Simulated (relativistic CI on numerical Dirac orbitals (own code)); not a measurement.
# What each ingredient does to the levels of Tl6+

Base calculation: Dirac-Coulomb-Breit CI, separate exchange-only KLI orbitals for each configuration, QED by a radiative potential, unscaled Slater integrals.

Configurations in the expansion (outside the closed core [Kr] 4d10 4f14): 5s2 5p6 5d7, 5s2 5p6 5d6 6s, 5s2 5p6 5d6 5f, 5s2 5p6 5d6 6p, 5s2 5p5 5d8, 5s2 5p6 5d6 5g, 5s2 5p6 5d5 6s2, 5s2 5p6 5d6 6d, 5s2 5p6 5d6 7s, 5s2 5p6 5d5 6s 6p, 5s2 5p6 5d6 7p, 5s2 5p4 5d9, 5s2 5p6 5d6 7d, 5s 5p6 5d8, 5s2 5p5 5d7 6s. Levels of other configurations are missing.

The lowest level and the first level of each name with at least 55 % of one term (blank where a level has no safe partner in the second run):

```csv
Level,Base (cm⁻¹),Shift (cm⁻¹)
5s2 5p6 5d7 4F_9/2,0.0,0.0
5s2 5p6 5d7 4F_7/2,16513.3,-121.2
5s2 5p6 5d7 4P_5/2,27286.1,-117.2
5s2 5p6 5d7 4P_1/2,31281.6,-106.4
5s2 5p6 5d7 2H_11/2,38753.7,-145.9
5s2 5p6 5d7 2G_7/2,39476.8,-154.2
5s2 5p6 5d7 2D_5/2,45734.2,-206.2
5s2 5p6 5d7 2F_5/2,50367.3,-102.8
5s2 5p6 5d7 2P_1/2,52443.2,-233.7
5s2 5p6 5d7 2H_9/2,55883.2,-267.7
5s2 5p6 5d7 2D_3/2,62330.9,-197.2
5s2 5p6 5d7 2F_7/2,62499.7,-215.4
5s2 5p6 5d6 6s 6D_9/2,155189.3,-912.3
5s2 5p6 5d6 6s 6D_7/2,164913.4,-860.7
5s2 5p6 5d6 6s 6D_5/2,165913.6,-899.3
5s2 5p6 5d6 6s 6D_3/2,170292.7,-865.9
5s2 5p6 5d6 6s 6D_1/2,172925.1,-851.5
5s2 5p6 5d6 6s 4H_13/2,190679.4,-876.5
5s2 5p6 5d6 6s 4D_1/2,192679.5,-756.6
5s2 5p6 5d6 6s 4F_3/2,199653.9,-839.2
5s2 5p6 5d6 6s 4P_1/2,218345.9,-913.4
5s2 5p6 5d6 6s 2I_13/2,219949.0,-795.7
```

At this charge configurations can still be misplaced by up to about 7 % of their energy. Terms inside the open d or f shell come out 10 to 20 % too wide with unscaled integrals. Levels and lines within the n = 5 or 6 shells can be off by up to 10 % or somewhat more, and those that change n by about 2 %, since core polarisation is missing.

Question: One thing was changed in a second run, which moved the levels as shown. Which?
A. P86 correlation estimate
B. one mean potential for all configurations
C. Breit term removed
D. QED terms removed
E. configuration mixing switched off

Answer: B. One mean potential for all configurations. One potential for all configurations removes the relaxation of the orbitals, which moves whole configurations and changes the integrals a little.

LS names give the leading component of a level, which can be under half, so a name can repeat, a term be missing and a line seem to break the LS rules.
